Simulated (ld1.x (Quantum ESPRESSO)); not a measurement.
# Before and after: TM semilocal potential for cadmium

| Item | Value |
| --- | --- |
| Element | cadmium |
| Generator | ld1.x (Quantum ESPRESSO) 7.5 |
| Type | norm-conserving Troullier–Martins (semilocal form) |
| Functional | PBE |
| Relativity | scalar-relativistic |
| Frozen core | [Kr] |
| Valence charge | 12 |
| Reference configuration | 4d10 5s1 5p0 (charge +1) |
| Partial waves | 5s (bound): rc 2.30 bohr; 4d (bound): rc 1.65 bohr; 5p (bound, empty): rc 2.85 bohr |
| Local potential | the p channel |
| Core correction | Bessel-smoothed model core inside 1.60 bohr |

Change: wave 4d (bound): rc 1.65 bohr becomes 4d (bound): rc 2.20 bohr.

Cutoffs: the cutoffs (Ry, on a coarse ladder) from which the occupation-weighted sum of valence levels, in a spherical-Bessel basis at the reference potential, stays within 10 and 1 mRy of its value at 400 Ry; they do not see the model core or the augmentation charge, which bear on the density cutoff. Errors are all-electron minus pseudo energies relative to the spin-unpolarised reference configuration.

Task: What does the change do?

Result: The potential gets softer (70 Ry and 110 Ry → 50 Ry and 90 Ry); of the 7 tests that both files solve, the error grows in 2 and shrinks in 3 by more than 15 % and 0.3 meV (median size 85.9 → 105.3 meV); the range in which the d phases agree narrows (upper end 4.8 → 0.1); neither file shows a bound ghost. A larger radius leaves more room for a smooth pseudo-wave, so fewer plane waves are needed. A semilocal file is local in each channel, so a ghost entry of none says nothing of the separable form that plane-wave codes build from it.

| quantity | base | changed |
| --- | --- | --- |
| cutoff, loose | 70 Ry | 50 Ry |
| cutoff, tight | 110 Ry | 90 Ry |
| loose cutoff by channel (10 mRy a level) | s 8 Ry, d 55 Ry | s 8 Ry, d 45 Ry |
| bound ghosts | none | none |
| error for 4d10 5s2 5p0, meV [ΔE -9.27 eV] | -3.4 | -2.5 |
| error for 4d10 5s0 5p0, meV [ΔE 17.13 eV] | -16 | -16 |
| error for 4d9 5s0 5p0, meV [ΔE 55.14 eV] | -86 | -133 |
| error for 4d10 5s0 5p2, meV [ΔE 0.40 eV] | -1.8 | -2.1 |
| error for 4d9 5s2 5p0, meV [ΔE 8.70 eV] | -129 | -105 |
| error for 4d8 5s0 5p0, meV [ΔE 109.20 eV] | -455 | -506 |
| error for 4d9 5s2 5p1, meV [ΔE 3.37 eV] | -168 | -139 |
| s: phases at 3.11 bohr within 0.05 rad from the reference energy up to (Ry; the scan ends near 5) | 1.4 | 1.4 |
| p: phases at 3.11 bohr within 0.05 rad from the reference energy up to (Ry; the scan ends near 5) | 1.9 | 1.9 |
| d: phases at 3.11 bohr within 0.05 rad from the reference energy up to (Ry; the scan ends near 5) | 4.8 | 0.1 |
